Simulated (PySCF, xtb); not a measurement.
C₂H₆N, SMILES [CH2]CN, multiplicity 2. The values are those of a single conformer.

Harmonic wavenumbers (cm⁻¹) from GFN2-xTB (xtb) at its own minimum, in rising order: 127, 265, 390, 405, 836, 882, 966, 1012, 1142, 1179, 1225, 1335, 1384, 1446, 1559, 2660, 2821, 3146, 3196, 3395, 3428.

Question: What does B3LYP-D3(BJ)/def2-TZVP run with PySCF 2.14.0 give at its own minimum? (The exact figures need the calculation; the answer reports its results.)

Answer: 225, 277, 422, 515, 820, 848, 949, 1089, 1110, 1157, 1314, 1403, 1455, 1483, 1656, 2923, 2928, 3148, 3254, 3486, 3566. Paired by order, the mean absolute difference is 70 cm⁻¹ and the zero-point energies are 46.9 and 48.6 kcal/mol.
